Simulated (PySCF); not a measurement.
## Shifts of the heteroatoms

Molfile (atoms numbered from 1):
```
C4H12OP2Si
     RDKit          3D

 20 20  0  0  0  0  0  0  0  0999 V2000
   -2.5907   -1.0249   -0.5179 C   0  0  0  0  0  0  0  0  0  0  0  0
   -1.0149   -0.3008   -1.1489 P   0  0  0  0  0  0  0  0  0  0  0  0
   -1.4821    1.4876   -1.0622 C   0  0  0  0  0  0  0  0  0  0  0  0
   -0.0685   -0.2681    0.8330 P   0  0  1  0  0  5  0  0  0  0  0  0
   -0.9089    0.0652    2.0039 O   0  0  0  0  0  0  0  0  0  0  0  0
    1.3328   -1.4072    0.9723 C   0  0  0  0  0  0  0  0  0  0  0  0
    1.7090    0.0931    0.8000 C   0  0  1  0  0  0  0  0  0  0  0  0
    2.6417    0.5849   -0.7553 Si  0  0  0  0  0  4  0  0  0  0  0  0
   -2.8687   -0.5584    0.4275 H   0  0  0  0  0  0  0  0  0  0  0  0
   -2.4622   -2.0964   -0.3681 H   0  0  0  0  0  0  0  0  0  0  0  0
   -3.3760   -0.8692   -1.2570 H   0  0  0  0  0  0  0  0  0  0  0  0
   -0.5948    2.0990   -1.2223 H   0  0  0  0  0  0  0  0  0  0  0  0
   -2.2055    1.7103   -1.8461 H   0  0  0  0  0  0  0  0  0  0  0  0
   -1.9136    1.7193   -0.0884 H   0  0  0  0  0  0  0  0  0  0  0  0
    1.5277   -1.8438    1.9439 H   0  0  0  0  0  0  0  0  0  0  0  0
    1.5935   -2.0553    0.1478 H   0  0  0  0  0  0  0  0  0  0  0  0
    2.0402    0.5604    1.7226 H   0  0  0  0  0  0  0  0  0  0  0  0
    2.0139   -0.0375   -1.9223 H   0  0  0  0  0  0  0  0  0  0  0  0
    2.6032    2.0443   -0.8758 H   0  0  0  0  0  0  0  0  0  0  0  0
    4.0185    0.1080   -0.6094 H   0  0  0  0  0  0  0  0  0  0  0  0
  1  2  1  0
  2  3  1  0
  4  2  1  6
  4  5  2  0
  4  6  1  0
  6  7  1  0
  7  8  1  0
  7  4  1  0
  1  9  1  0
  1 10  1  0
  1 11  1  0
  3 12  1  0
  3 13  1  0
  3 14  1  0
  6 15  1  0
  6 16  1  0
  7 17  1  1
  8 18  1  0
  8 19  1  0
  8 20  1  0
M  END
```

- GIAO PBE0/pcSseg-1 shieldings
- coordinates at the GFN2-xTB level
- run in PySCF 2.14.0 with density-fitted response routines
- no relativistic terms, a single conformation, equivalent nuclei averaged, no solvent model

(1) What are the 31P shifts?

(2) Where does 29Si resonate?

(3) Where does 17O resonate?

Answers

(1) 
```tsv
atoms	environment	σ (ppm)	δ (ppm)
P2	phosphorus bonded to 2 C, P	379.7	-44.4
P4	phosphorus bonded to 2 C, O, P, in a 3-membered ring	380.0	-44.7
```

Shieldings were converted by a linear fit to measured shifts: 31P: δ = 270.09 − 0.828σ (rms 18.1 ppm, 64 shifts vs H3PO4, solution or neat liquid). Occasional misses reach two or three times the rms, and more in compound classes unlike the fitted ones.

On a 400 MHz spectrometer 31P resonates near 161.9 MHz, so 1 ppm is 161.9 Hz.

(2) 
```tsv
atoms	environment	σ (ppm)	δ (ppm)
Si8	silicon bonded to C, 3 H	420.0	-65.3
```

Shieldings were converted by a linear fit to measured shifts: 29Si: δ = 279.94 − 0.822σ (rms 8.9 ppm, 72 shifts, 25.8 ppm with the 6 outliers that the fit left out vs TMS, solution or neat liquid). A few per cent of atoms miss by over 2 rms, more outside the fitted compound classes.

On a 500 MHz spectrometer 29Si resonates near 99.3 MHz, so 1 ppm is 99.3 Hz.

(3) 
```json
{"atoms": "O5", "environment": "P=O oxygen", "σ (ppm)": "297.2", "δ (ppm)": "-4.0"}
```

Shieldings were converted by a linear fit to measured shifts: 17O (scatter 10.7 ppm rms, 12.2 ppm with the 3 outliers that the fit left out vs liquid water, solution or neat liquid). A few per cent of atoms miss by over 2 rms, more outside the fitted compound classes.

On a 500 MHz spectrometer 17O resonates near 67.8 MHz, so 1 ppm is 67.8 Hz.
